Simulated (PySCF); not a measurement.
An unknown shows these calculated signals:

¹H NMR (400 MHz, computed): δ 6.68 (d, 1H), 6.16 (d, 1H), 5.90 (m, 1H), 5.88 (m, 1H), 5.78 (s, 1H), 3.37 (q, 1H), 1.40 (d, 3H).

¹³C{¹H} NMR (computed): δ 149.8 (C), 143.0 (C), 129.2 (CH), 124.1 (CH2), 122.2 (CH), 115.5 (CH), 113.4 (C), 30.4 (CH), 23.4 (CH3).

Theoretical values (PySCF 2.14): coordinates at the PBE0-D3(BJ)/def2-SVP level, GIAO KT2/pcSseg-1 shieldings. Rapidly exchanging positions averaged, no relativistic terms, gas phase, a single conformation.

Scale: TMS for ¹H, ¹³C (reference shieldings calculated alike).

Task: Which of these does the molecule contain: a ketone, an NH or NH2 group, a Si–H bond, a non-aromatic C=C double bond, a nitrile?

Result: 
- A ketone: no.
- An NH or NH2 group: no.
- A Si–H bond: no.
- A non-aromatic C=C double bond: yes.
- A nitrile: yes (δC 113.4).

The data belong to `InChI=1S/C9H9N/c1-7-3-4-9(5-7)8(2)6-10/h3-5,8H,1H2,2H3/t8-/m0/s1`; they needn't prove each group on their own.

Carbon signals by region: 7 in the sp2 and nitrile region (100–160 ppm), 2 below 50 ppm.

Shifts are as computed. Against solution values, carbons near 30 ppm lie about +2 ppm off and those near 130 ppm about -5 ppm. Of 1211 compounds with measured shifts, 218 miss one by over three times the rms of a fit or turn the order of signals round; such compounds aren't used in these exercises. No couplings were computed; multiplicities are counted from neighbouring protons, with m where these are inequivalent, close in shift, in a saturated or five-membered ring or joined by F or P, and br s for small geminal =CH2 splittings.
